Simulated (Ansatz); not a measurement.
CH₂ClIOSi (`Cl[Si]1(I)CO1`), relaxed with RKS PBE0-D4/def2-TZVP in Ansatz from a PBE-D4/def2-SVP geometry. The force threshold is 0.005 eV/Å; the program also tests the step.

The species carries charge 0 and has multiplicity 1. I takes the def2 core potential.

Start:

```xyz
7

Cl   -1.390    1.226    1.785
Si   -0.436    0.608    0.071
I    -1.266    1.797   -1.878
C     0.515   -0.944   -0.020
O     1.228    0.368    0.181
H     0.602   -1.625    0.850
H     0.746   -1.429   -0.989
```

```tsv
step	energy (eV)	largest force (eV/Å)	largest move (Å)
1	-31611.6244	1.067	0.000
2	-31611.6798	0.937	0.054
3	-31611.6977	0.277	0.028
4	-31611.6991	0.066	0.010
5	-31611.6992	0.043	0.002
6	-31611.6993	0.004	0.002
```

End:

```xyz
7

Cl   -1.370    1.204    1.749
Si   -0.412    0.602    0.071
I    -1.253    1.778   -1.844
C     0.493   -0.942   -0.021
O     1.204    0.368    0.174
H     0.596   -1.598    0.840
H     0.742   -1.412   -0.969
```

Run time 18 s (4 threads of an Intel Xeon Platinum 8488C on a shared host); peak host memory 0.61 GiB.
